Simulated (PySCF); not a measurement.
# Orbital energies and ionisation energy

Norbornane, C7H12.
SMILES with atom numbers: `[CH2:1]1[CH2:2][C@@H:3]2[CH2:4][CH2:5][C@H:6]1[CH2:7]2` (hydrogens: H8, H9 on C1; H10, H11 on C2; H12 on C3; H13, H14 on C4; H15, H16 on C5; H17 on C6; H18, H19 on C7)

Cartesian coordinates in Å at the PBE0-D3(BJ)/def2-SVP level; atoms count from 1:
```
atom  x, y, z in Å
C1     1.2190    0.9940   -0.1344
C2     1.2812   -0.3286   -0.9444
C3     0.1256   -1.1528   -0.3558
C4    -1.2004   -0.5261   -0.8140
C5    -1.2627    0.7974   -0.0057
C6     0.0346    0.7654    0.8171
C7     0.1694   -0.7329    1.1193
H8     2.1484    1.1584    0.4326
H9     1.0695    1.8806   -0.7698
H10    1.1648   -0.1746   -2.0282
H11    2.2430   -0.8432   -0.7945
H12    0.2007   -2.2312   -0.5575
H13   -2.0483   -1.1840   -0.5677
H14   -1.2237   -0.3660   -1.9029
H15   -2.1432    0.8200    0.6552
H16   -1.3196    1.6903   -0.6473
H17    0.0264    1.4388    1.6865
H18    1.1160   -0.9935    1.6194
H19   -0.6673   -1.1354    1.7126
```

Level: CAM-B3LYP/def2-SVPD (PySCF). Frontier orbitals with their largest atomic shares (Löwdin; up to four atoms above 4 %):

| orbital | ε (eV) | main atoms |
| --- | --- | --- |
| HOMO−3 | -10.74 | C7 27 %, C3 10 %, C6 10 %, C1 7 % |
| HOMO−2 | -10.28 | C2 13 %, C4 13 %, C5 13 %, C1 13 % |
| HOMO−1 | -9.93 | C7 21 %, C6 14 %, C3 14 %, C1 7 % |
| HOMO | -9.53 | ? |
| LUMO | 1.34 | C7 9 %, C5 7 %, C1 7 %, C4 7 % |
| LUMO+1 | 2.09 | H17 9 %, H12 9 %, C3 8 %, C6 8 % |
| LUMO+2 | 2.20 | C7 13 %, H10 9 %, H9 9 %, H16 9 % |

Problem. What vertical ionisation energy does ΔSCF give, and how far is −ε(HOMO) from it?

Solution. ΔSCF: 10.29 eV (993 kJ/mol; threshold wavelength 120 nm); ⟨S²⟩ of the doublet left behind is 0.754, against 0.75 for a pure doublet. −ε(HOMO) is 9.53 eV, 0.76 eV below it. For the exact functional −ε(HOMO) would equal the first vertical ionisation energy; CAM-B3LYP (range-separated hybrid) falls short of its own ΔSCF value by 7 %. Holes in the HOMO−1 and HOMO−2 were tried too where these lie within 1.2 eV of the HOMO; the lowest converged state counts.

Problem. On which atoms does the HOMO lie?

Solution. C4 (ring CH2 carbon) 12 %, C1 (ring CH2 carbon) 12 %, C2 (ring CH2 carbon) 12 %, C5 (ring CH2 carbon) 12 %, so no atom holds as much as 40 %. The HOMO−1 lies 0.40 eV lower.

Problem. Shift the occupied levels rigidly so that −ε(HOMO) equals the ΔSCF value. What binding energies result?

Solution. The shift is +0.76 eV: HOMO 10.29, HOMO−1 10.69, HOMO−2 11.04, HOMO−3 11.50 eV. A rigid shift is only a rough guide to the deeper ionisations.

Problem. How many of the 10 lowest singlet excitations (vertical TDDFT, same level) lie below the ionisation energy?

Solution. All 10; they run from 8.01 to 9.23 eV.

Problem. What total energies stand behind the ΔSCF value?

Solution. E(N) = -273.61953 Eh and E(N − 1) = -273.24128 Eh at the same geometry, 0.37825 Eh apart.

Isolated species at its PBE0-D3(BJ)/def2-SVP geometry, gas phase.

The run behind these numbers computed excited states and ΔSCF ions as well. Hardware: one thread of an Arm Neoverse V2, shared host. Cost: 3.0 min wall.
